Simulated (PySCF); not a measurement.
## Computed vibrations of YCl3(NH3)

YCl3(NH3) (singlet). PySCF 2.14.0, RKS PBE0, Y def2-SVP with ECP28, Cl def2-SVP, N def2-SVP, H def2-SVP; non-relativistic Hamiltonian with scalar-relativistic core potentials where named; density fitting; no spin-orbit coupling. Central differences of gradients.

```xyz
8

Y     0.0615   -0.0615    0.0615
Cl    1.1756    1.8364    1.1756
Cl   -1.8364   -1.1756    1.1756
Cl    1.1756   -1.1756   -1.8364
N    -1.3387    1.3387   -1.3387
H    -1.9486    1.9486   -0.7898
H    -0.7898    1.9486   -1.9486
H    -1.9486    0.7898   -1.9486
```

Run from Python with OMP_NUM_THREADS=2. Where DIIS fails, smearing, a level shift and second-order steps follow.
It took 71 s on 2 threads of Arm Neoverse V2, with other jobs on the host.

Task: What are the harmonic wavenumbers and infrared intensities?

Result: Modes are labelled in C3v; negative numbers are unstable modes, those under 60 cm⁻¹ near the noise; a finer grid moves soft modes by up to 10 cm⁻¹.
| cm⁻¹ | km/mol | symmetry |
| --- | --- | --- |
| 63 | 6.4 | e |
| 63 | 6.4 | e |
| 95 | 37.4 | a1 |
| 102 | 3.3 | e |
| 102 | 3.3 | e |
| 117 | 0.0 | a2 |
| 322 | 2.7 | a1 |
| 346 | 10.8 | a1 |
| 375 | 93.0 | e |
| 375 | 93.0 | e |
| 561 | 58.8 | e |
| 561 | 58.8 | e |
| 1223 | 156.6 | a1 |
| 1623 | 28.3 | e |
| 1623 | 28.3 | e |
| 3486 | 37.8 | a1 |
| 3606 | 52.8 | e |
| 3606 | 52.8 | e |

Task: Is this a minimum?

Result: Yes. Ideal gas at 298.15 K and 1 bar: S = 409.0 J/(mol K), Cp = 119.0 J/(mol K), H − H(0 K) = 26.6 kJ/mol (rigid rotor, harmonic modes, spin degeneracy alone).
